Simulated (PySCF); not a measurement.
**TDDFT excited states: C9H12OSi**

Compound: C₉H₁₂OSi.
Atom-mapped SMILES: `[CH2:1]=[CH:2][CH2:3][SiH2:4][O:5][c:6]1[cH:7][cH:8][cH:9][cH:10][cH:11]1` (hydrogens: H12, H13 on C1; H14 on C2; H15, H16 on C3; H17, H18 on Si4; H19 on C7; H20 on C8; H21 on C9; H22 on C10; H23 on C11)

Structure used (PBE0-D3(BJ)/def2-SVP), in Å, numbered top down from 1:
```
atom  x, y, z in Å
C1    -4.8031   -0.2093    0.4429
C2    -3.8369    0.7078    0.3476
C3    -2.5098    0.6486    1.0313
Si4   -1.1856    0.0765   -0.1677
O5     0.2752    0.2316    0.6537
C6     1.5317   -0.0061    0.2159
C7     2.5900    0.2779    1.0863
C8     3.9020    0.0522    0.6842
C9     4.1789   -0.4574   -0.5856
C10    3.1234   -0.7402   -1.4494
C11    1.8039   -0.5185   -1.0575
H12   -4.7005   -1.0880    1.0885
H13   -5.7359   -0.1102   -0.1173
H14   -3.9956    1.5656   -0.3186
H15   -2.2070    1.6364    1.4176
H16   -2.5214   -0.0516    1.8824
H17   -1.4076   -1.3463   -0.5628
H18   -1.1656    0.9265   -1.3972
H19    2.3556    0.6766    2.0751
H20    4.7200    0.2784    1.3728
H21    5.2103   -0.6327   -0.8981
H22    3.3232   -1.1404   -2.4464
H23    0.9849   -0.7466   -1.7452
```

Level of theory: PySCF, TDDFT CAM-B3LYP/def2-SVPD, vertical, gas phase, core orbitals frozen in the response.

Problem. Predict the UV-vis stick spectrum at this level.

Solution. 

| state | λ (nm) | E (eV) | f | main configurations (H = HOMO, L = LUMO) |
| --- | --- | --- | --- | --- |
| S1 | 237.2 | 5.23 | 0.022 | H→L (74%), H-1→L+2 (22%) |
| S2 | 208.2 | 5.96 | 0.111 | H→L+2 (72%), H-1→L (24%) |
| S3 | 191.7 | 6.47 | 0.0020 | H→L+3 (33%), H→L+1 (30%), H→L+5 (15%) |
| S4 | 185.9 | 6.67 | 0.0018 | H→L+4 (53%), H→L+1 (20%), H→L+5 (9%) |
| S5 | 183.1 | 6.77 | 0.752 | H-2→L+1 (72%), H-1→L (14%) |
| S6 | 178.9 | 6.93 | 0.408 | H-1→L (48%), H→L+2 (18%), H-2→L+3 (11%) |
| S7 | 178.0 | 6.97 | 0.215 | H-1→L+2 (39%), H→L+3 (20%), H→L (15%) |
| S8 | 177.1 | 7.00 | 0.202 | H-1→L+2 (29%), H→L+3 (22%), H→L+1 (9%) |
| S9 | 175.9 | 7.05 | 0.040 | H-2→L+3 (40%), H-2→L+4 (14%), H-2→L+1 (10%) |
| S10 | 171.7 | 7.22 | 0.011 | H→L+6 (42%), H-1→L+4 (31%), H-1→L+3 (10%) |

Triplets (Tamm–Dancoff): T1 4.03 eV, H→L+2 (59%), H-1→L (32%); T2 4.22 eV, H-2→L+1 (77%), H-2→L+5 (9%); T3 4.38 eV, H→L (91%); T4 4.73 eV, H-1→L (62%), H→L+2 (34%).

The lowest singlet comes at 237 nm (504 kJ/mol) in the ultraviolet; it is weak; its leading configuration is HOMO→LUMO (74%). The strongest level in the table is S5 at 6.77 eV (183 nm, f = 0.752). Löwdin shares by element: HOMO carbon 49% or more, oxygen 18% (atoms not listed hold the other 33%); LUMO carbon 70% or more (atoms not listed hold the other 30%). The listed states span 1.99 eV, and the widest gap between neighbours is 0.73 eV (S1 to S2). Weighted by f, the mean energy of these states is 6.80 eV. Orbital energies (eV): HOMO-3 -10.49, HOMO-2 -8.68, HOMO-1 -8.58, HOMO -7.80, LUMO 0.77, LUMO+1 0.97, LUMO+2 1.11. The window holds the lowest 10 singlets.

One conformer stands for the species.
